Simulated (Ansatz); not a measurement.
Consider the redistribution: `CB(F)[SeH]` + `[AlH2][BH]Cl` → `CB(F)BCl` + `[AlH2][SeH]`.

Calculated with Ansatz (gas phase, PBE0-D4/def2-TZVP geometries, no zero-point term in ΔE). CCSD(T)/CBS is the MP2 limit (def2-TZVPP, def2-QZVPP) plus CCSD(T) − MP2 in def2-TZVPP, frozen cores. DFT in def2-TZVPP. For Se outer-core shells are correlated without core-valence functions, which leaves a few kJ/mol of doubt a bond. Scalar relativity is left out up to krypton. Each species was taken in one conformer, which may not be the lowest.

| level | ΔE (kJ/mol) |
| --- | --- |
| BHLYP-D4 | -69.4 |
| ωB97M-V | -65.7 |
| revPBE | -59.0 |
| BHLYP | -70.6 |

Task: What does CCSD(T)/CBS give? (An estimate is asked.)

Result: Computed: -63.7 kJ/mol. The listed levels differ from it by -5.7, -2.0, 4.7, -6.9 kJ/mol.

Task: What do rigid-rotor, harmonic-oscillator terms from PBE0-D4/def2-TZVP frequencies (298.15 K, 1 bar) make of the CCSD(T)/CBS value? (An estimate is asked.)

Result: Ansatz gave: ΔZPE = +0.3 kJ/mol, ΔH = -63.1 kJ/mol, ΔS = 2 J/(mol·K), ΔG = -63.7 kJ/mol.

Largest T1 diagnostic among the species: 0.013.

Leaving LDA and LC-ωPBE aside and taking each functional with its dispersion term where it has one, the values, not all of them listed here, spread over 13.2 kJ/mol, from BHLYP-D4 to revPBE-D4. In def2-TZVPP, CCSD(T) changes the Hartree–Fock value by +13.5 kJ/mol (the triples alone add +2.1 kJ/mol) and MP2 by +11.5 kJ/mol.
